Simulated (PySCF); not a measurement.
Start geometry of `[SiH3][SiH2][SiH2][SiH2]N1C=CC=C1` from GFN2-xTB (Å):
```
atom  x, y, z in Å
Si1    2.4084    1.8319   -0.4186
Si2    1.5342    0.6677    1.3737
Si3    1.3564   -1.6379    1.0682
Si4   -0.6337   -2.3001    0.2031
N5    -1.3946   -0.8495   -0.4654
C6    -0.9586   -0.1833   -1.5749
C7    -1.6339    0.9760   -1.7183
C8    -2.5315    1.0621   -0.6387
C9    -2.3637   -0.0617    0.1328
H10    2.9120    3.1748   -0.0549
H11    3.4923    1.1232   -1.0307
H12    1.3899    2.0657   -1.4585
H13    2.2933    0.9591    2.5845
H14    0.1799    1.1701    1.7298
H15    2.4407   -2.1016    0.1658
H16    1.6402   -2.4021    2.3049
H17   -1.6820   -2.7704    1.1457
H18   -0.6705   -3.2372   -0.9157
H19   -0.1879   -0.6275   -2.1822
H20   -1.5538    1.7034   -2.5017
H21   -3.2611    1.8491   -0.4514
H22   -2.8411   -0.4074    1.0045
```

What comes out of this run: PBE0-D3(BJ)/def2-SVP geometry optimisation, gas phase (PySCF)?

```
atom  x, y, z in Å
Si1    2.194    1.760   -0.625
Si2    1.439    0.538    1.233
Si3    1.485   -1.775    0.782
Si4   -0.774   -2.287    0.405
N5    -1.423   -0.797   -0.335
C6    -0.822   -0.127   -1.380
C7    -1.406    1.115   -1.510
C8    -2.402    1.214   -0.499
C9    -2.382    0.032    0.206
H10    1.425    3.031   -0.780
H11    3.641    2.099   -0.434
H12    2.074    0.960   -1.882
H13    2.306    0.841    2.416
H14    0.033    0.915    1.581
H15    2.274   -2.051   -0.461
H16    2.060   -2.592    1.897
H17   -1.541   -2.466    1.671
H18   -1.017   -3.453   -0.496
H19   -0.040   -0.599   -1.974
H20   -1.154    1.863   -2.260
H21   -3.061    2.059   -0.310
H22   -2.973   -0.286    1.063
```

The energy falls by 40.9 kJ/mol over 25 energy and gradient evaluations, the largest force component goes from 0.0270 to 2.6e-04 Eh/bohr, and the atoms move by 0.617 Å rms after alignment. The bond that changes most is Si3–Si4 (both ends SiH2 silicon), which lengthens by 0.078 Å. Bonds longer at the end by more than 0.005 Å: 18 of 22; shorter: 1. Among the angles that change most is Si2–Si3–Si4, from 113.9° to 103.1°. Among the dihedrals that turn most is H12–Si1–Si2–H13, from -154° to 143°. Rotational constants go from 958.0, 680.3, 469.8 to 944.3, 766.8, 500.1 MHz. The orientation of the end geometry is arbitrary; only internal coordinates are fixed.

The run used 207 basis functions and 170 SCF cycles in all.

No PBE0-D3(BJ)/def2-SVP frequencies stand behind this structure, so it isn't proved a minimum. One conformer, not necessarily the lowest.
